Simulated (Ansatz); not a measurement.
System: CH$_{2}$BCl$_{2}$ (charge 0, doublet). It need not be the lowest isomer of its formula. SMILES: ClB(Cl)[CH2]
Coordinates optimised at B3LYP-D3(BJ)/def2-TZVP (Ansatz, a quantum-chemistry and plane-wave program):
```xyz
6

C     -1.8440    -0.3678    -0.0462
B     -0.3600    -0.0718    -0.0090
Cl     0.8060    -1.3630     0.2728
Cl     0.2339     1.5705    -0.2467
H     -2.2345    -1.3681     0.0969
H     -2.5808     0.4076    -0.2176
```
Charge 0, spin multiplicity 2.

Quantity: atomisation energy (electronic, to ground-state atoms), in eV. Correlated levels leave the core frozen unless marked. Open shells are spin-unrestricted. No spin-orbit coupling. Non-relativistic. The coupled-cluster limit lacks core correlation, which all-electron functionals hold. CBS marks a two-point X^-3 extrapolation of the correlation energy; Hartree-Fock from the larger set. The bracket is a focal-point correction in the basis named.

```json
[
 {"level": "r2SCAN-D4/def2-TZVPD", "program": "Ansatz + dftd4", "atomisation energy (eV)": "23.02"},
 {"level": "r2SCANh/def2-TZVPD", "program": "Ansatz", "atomisation energy (eV)": "22.84"},
 {"level": "r2SCAN0-D4/def2-TZVPD", "program": "Ansatz + dftd4", "atomisation energy (eV)": "22.69"},
 {"level": "CAM-B3LYP-D4/def2-TZVPD", "program": "Ansatz + dftd4", "atomisation energy (eV)": "22.53"},
 {"level": "CCSD(T)/6-31G", "program": "Ansatz", "atomisation energy (eV)": "18.67"},
 {"level": "RI-MP2/CBS(cc-pV(T+d)Z,cc-pV(Q+d)Z)+[CCSD(T)-MP2]/cc-pV(D+d)Z", "program": "Ansatz", "atomisation energy (eV)": "22.43"},
 {"level": "CCSD(T)/CBS(aug-cc-pV(T+d)Z,aug-cc-pV(Q+d)Z)", "program": "Ansatz", "atomisation energy (eV)": "22.42"}
]
```
